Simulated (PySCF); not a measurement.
Compound: C5H7F2N.
Atom-mapped SMILES: `[CH3:1][N:2]([CH3:3])[C:4]([F:5])=[C:6]=[CH:7][F:8]` (hydrogens: H9, H10, H11 on C1; H12, H13, H14 on C3; H15 on C7)

Theory: PySCF 2.14.0, PBE0-D3(BJ)/def2-SVP geometry optimisation, gas phase.

(1) What internal coordinates does the optimisation give?

Results:

(1) 
| bond | length (Å) | order |
| --- | --- | --- |
| C1–N2, N2–C3 | 1.442 | single |
| N2–C4 | 1.365 | single |
| C4–F5 | 1.336 | single |
| C4=C6 | 1.324 | double |
| C6=C7 | 1.303 | double |
| C7–F8 | 1.343 | single |
| C1–H9, C3–H12 | 1.107 | single |
| C1–H10 and 3 like bonds | 1.099 | single |
| C7–H15 | 1.097 | single |

Bonds in one row agree within 0.01 Å and their mean is given. Orders are formal, as drawn. A selection of angles:
| angle | degrees |
| --- | --- |
| C1–N2–C3 | 116.7 |
| C1–N2–C4 | 117.2 |
| C3–N2–C4 | 120.1 |
| N2–C4–F5 | 112.6 |
| N2–C4–C6 | 127.1 |
| F5–C4–C6 | 120.3 |
| C4–C6–C7 | 172.5 |
| C6–C7–F8 | 123.8 |

Dihedral angles: C1–N2–C4–F5 175° (antiperiplanar). The mirror-image conformer, all signs reversed, is as good.

The C–C distances run from 1.303 Å (C6=C7, drawn double) to 1.324 Å (C4=C6, drawn double), a spread of 0.021 Å. Of the pairs four or more bonds apart, F5···H13 is among the closest relative to their van der Waals radii: 2.26 Å, 85 % of the sum of Bondi's values. The C–N distances run from 1.365 Å (N2–C4, drawn single) to 1.445 Å (N2–C3, drawn single), a spread of 0.080 Å. N2 (nitrogen bonded to 3 C) has angles 120.1°, 117.2° and 116.7°, sum 353.9°, 0.20 Å off the plane of its three neighbours.

Point group: C1 (no symmetry element, even within 0.4 Å). Whether it is a minimum is left open (no frequencies).

The run took 77 s wall on one thread of an Arm Neoverse V1, shared host with 32 logical CPUs at a one-minute load of 22, and the process peaked at 0.72 GiB of memory. That covers the optimisation of the geometry.
